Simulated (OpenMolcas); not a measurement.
# Co+: effect of the active space

| Quantity | Value |
| --- | --- |
| Program | OpenMolcas |
| Method | SS-CASPT2, IPEA 0.25 Eh, imaginary shift 0.1 Eh |
| Basis | ANO-R2 |
| Scalar Hamiltonian | X2C, finite nucleus |
| Spin-orbit coupling | state interaction with AMFI integrals over the reference wave functions, term energies averaged over their components |

A. 8 electrons in 5 orbitals (3d); 2S+1 = 3 even, 10 roots; 2S+1 = 1 even, 15 roots; closed shells correlated: 3s 3p; CASPT2 step roughly 5 core-seconds
B. 8 electrons in 6 orbitals (3d 4s); 2S+1 = 3 even, 55 roots; 2S+1 = 5 even, 10 roots kept (CI in the orbitals of an earlier block); 2S+1 = 1 even, 33 roots kept (CI in the orbitals of an earlier block); closed shells correlated: 3s 3p; CASPT2 step about 50 core-seconds

Energies in cm-1 above 3d8 3F4, the measured ground level; measured values from NIST Handbook of Basic Atomic Spectroscopic Data.

```
  Level      A      B  Measured
3d8 3F4    0.0    0.0       0.0
3d8 3F3    968   1030       950
3d8 3F2   1625   1737      1597
3d8 1D2  10710  11130          
3d8 3P2  13890  13500          
3d8 3P1  14210  13760          
3d8 3P0  14400  14020
```

B puts 3d7 4s 5F5 lowest.

Deviations, from unrounded energies. A percentage is the sum of absolute deviations over the sum of measured energies, with the sign that they share, or ± where signs differ.

```json
{"Against measurement": "mean absolute deviation (cm-1)", "Levels": "2", "A": "23", "B": "110"}
{"Against measurement": "fine structure of the ground term (%)", "Levels": "2", "A": "+1.8", "B": "+8.6"}
```

A lies closest to measurement on these levels. The largest miss of A in the table is 3d8 3F2, by +28 cm-1. The ranking rests on the paired levels alone, and a cruder setting can come out closer through cancelling errors.

The spin-orbit steps hold different terms of 3d8 (B lacks 1G, 1S), which shifts levels as well.

The two smallest mean deviations differ by little beside CASPT2's spread within terms, so their order carries little weight.

Between A and B the level of the table that moves most is 3d8 3P1, by 450 cm-1 (lowest in B, highest in A). Moves below CASPT2's spread within the term are not significant.

CASPT2 does not keep the components of a term degenerate, so their means are used; among the terms shown or strongly mixed into the levels shown the widest spread is 1200 cm-1 (3d8 3F, A). Over all roots computed the reference weight is 0.87 to 0.92 in B; the roots of lowest weight are the least certain, and an intruder state may touch them. Terms from blocks run as CI alone lack orbitals of their own (holds for B). The lowest computed level is not the ground level that NIST lists (3F4) (holds for B). Computed and measured levels are paired by configuration, term and J; levels that our copy of the source lacks, or whose pairing is in doubt (as where it misses far off the trend of its configuration), stay unpaired and out of the deviations. Levels of configurations outside the active space are missing. Levels that lie high or do not pair safely by name in every column are left out.
